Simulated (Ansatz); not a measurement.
Process, species as SMILES: FB(Br)Br -> F[B]Br + Br atom (the B-Br bond at the site shown breaks; other sites are not compared here)
Structures are relaxed separately at B3LYP-D3(BJ)/def2-TZVP in Ansatz (a quantum-chemistry and plane-wave program).

Wanted: bond dissociation energy (electronic energy difference), in kcal/mol. Valence correlation only, unless marked. Open shells are spin-unrestricted. Spin-orbit coupling is left out. Frozen are the shells of the preceding noble gas and the d and f shells that filled before the atom's block. No relativistic terms. CBS marks a two-point X^-3 extrapolation of the correlation energy; Hartree-Fock from the larger set. [CCSD(T)-MP2]/basis is that difference in the basis named.

```tsv
level	program	bond dissociation energy (kcal/mol)	minus last row
HF/cc-pVQZ	Ansatz	74.3	-30.8
B97M-V/def2-TZVPD	Ansatz	105.0	-0.1
LC-wPBE/def2-TZVPD	Ansatz	100.6	-4.5
CCSD/6-31G*	Ansatz	97.2	-7.9
CCSD(T)/6-31G	Ansatz	86.7	-18.4
RI-MP2/CBS(cc-pVTZ,cc-pVQZ)+[CCSD(T)-MP2]/cc-pVTZ	Ansatz	105.2	0.1
CCSD(T)/CBS(cc-pVTZ,cc-pVQZ)	Ansatz	105.1	0.0
```
